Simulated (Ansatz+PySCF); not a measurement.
Results of a calculation; reference values are marked as such.
Input for PySCF 2.14.0:

```python
from pyscf import gto, scf

mol = gto.M(atom="""
Ti 0.000000 0.000000 0.000000
Cl 1.144560 1.144560 1.144560
Cl 1.144560 -1.144560 -1.144560
Cl -1.144560 1.144560 -1.144560
Cl -1.144560 -1.144560 1.144560
""", basis='def2-svp', charge=0, spin=0)
mf = scf.RHF(mol)
mf.init_guess = 'minao'
mf.kernel()
while True:  # follow internal instabilities
    mo, _, stable, _ = mf.stability(return_status=True)
    if stable: break
    mf.kernel(mf.make_rdm1(mo, mf.mo_occ))
print(mf.converged, mf.e_tot, mf.spin_square()[0])
```

The script is written out from the run's settings.

The run gave:

- Converged: yes
- Total energy: -2685.87794 hartree
- Spin squared of the determinant: 0.000

Caution: other spin multiplicities were not run.
